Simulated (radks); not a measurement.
The numbers below are computed, except where a source is named.
The copper ion Cu+, configuration [Ar] 3d9 5s1 (not the ground configuration). Code: a radial shooting solver on a logarithmic mesh with Libxc functionals. Model: non-relativistic Kohn-Sham, LDA (Slater exchange, Perdew-Wang correlation), spin-polarised, spherical densities, point nucleus; open shells are filled with parallel spins first.

Normalised radial functions P(r) = r R(r), r in bohr:

r	3p down	5s down
0.002322	0.0014	0.0096
0.003606	0.0033	0.0144
0.005644	0.0079	0.0212
0.008763	0.0181	0.0299
0.01361	0.0407	0.0398
0.0213	0.0893	0.0481
0.03307	0.1817	0.0475
0.05134	0.3363	0.0279
0.08036	0.5389	-0.0184
0.1248	0.6567	-0.0722
0.1937	0.4396	-0.0770
0.3032	-0.2796	0.0190
0.4708	-1.0649	0.1317
0.7311	-1.1865	0.0790
1.144	-0.6548	-0.1435
1.777	-0.1783	-0.2577
2.759	-0.0186	-0.0213
4.318	-0.0004	0.3903
6.705	0.0000	0.4326
10.41	0.0000	0.1387
16.29	0.0000	0.0089

3p down: eigenvalue -90.563 eV, 1 radial node at r = 0.262 bohr, <r> = 0.751 bohr, 90 % of the charge inside 1.16 bohr. 5s down (empty): eigenvalue -5.152 eV, 4 radial nodes at r = 0.0690, 0.284, 0.873, 2.82 bohr, <r> = 5.99 bohr, 90 % of the charge inside 8.55 bohr.
